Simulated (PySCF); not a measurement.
H2BrClGaN (SMILES [NH2][Ga]([Cl])[Br]), singlet, geometry from GFN2-xTB (such geometries of metal compounds can be far from the true shape).

PySCF was given this input:
```python
from pyscf import gto, scf, dft, solvent

mol = gto.Mole()
mol.atom = '''
    Ga    0.05835863    0.28909442   -0.52805083
    Cl    2.03241099    0.08575058   -1.13174388
    Br   -0.71048048   -0.64371806    1.39573667
    N    -1.18326477    1.31319099   -1.38945284
    H    -2.17476370    1.25107328   -1.18925134
    H    -1.03567082    1.66703498   -2.32614064
'''
mol.basis = '6-31g'
mol.verbose = 4
mol.build()

mf = dft.RKS(mol)
mf.xc = 'pbe'
mf.kernel()
mf.analyze()
```

Question: What does this run give for the number of basis functions, dipole moment, HOMO energy, nuclear repulsion energy?

Answer: 
The number of basis functions is 80, the dipole moment comes out as 3.07 D and the HOMO energy comes out as -6.43 eV. The nuclear repulsion energy comes out as 623.5308 Eh.
